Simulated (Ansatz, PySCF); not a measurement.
Molecule: CH$_{3}$Si, charge 1, multiplicity 1. 
Geometry from a B3LYP-D3(BJ)/def2-TZVP (Ansatz, a program for electronic structure) optimisation:
```xyz
5

C     -1.0493    -0.0100    -0.0408
Si     0.7595     0.0072     0.0295
H     -1.4073    -0.6121    -0.8909
H     -1.4513     1.0090    -0.1568
H     -1.4778    -0.4382     0.8792
```
Charge +1, spin multiplicity 1.

Total electronic energies in hartree. Valence correlation only, unless marked. Spin-orbit coupling is left out. No relativistic terms. CBS marks a two-point X^-3 extrapolation of the correlation energy; Hartree-Fock from the larger set.

```
level                                                             program  energy (Eh)
---------------------------------------------------------  --------------  -----------
HF/def2-TZVPD                                                       PySCF   -328.25134
PBE0-D3(BJ)/def2-TZVP                                      Ansatz + dftd3            ?
PBE0/def2-QZVPP                                                    Ansatz            ?
PW6B95-D3(BJ)/def2-TZVPD                                    PySCF + dftd3            ?
MP2/CBS(def2-TZVPP,def2-QZVPP)                                     Ansatz    -328.5376
CCSD/def2-SVP                                                      Ansatz   -328.34317
CCSD/cc-pVTZ                                                       Ansatz   -328.53325
CCSD(T) with core electrons (1s frozen past Ne)/cc-pwCVTZ          Ansatz   -328.85606
CCSD(T)/CBS(def2-TZVPPD,def2-QZVPPD)                               Ansatz    -328.5732
```

Task: Fill in the missing entries.

Result: 
- PBE0-D3(BJ)/def2-TZVP, energy (Eh): -328.90151
- PBE0/def2-QZVPP, energy (Eh): -328.91221
- PW6B95-D3(BJ)/def2-TZVPD, energy (Eh): -329.38769
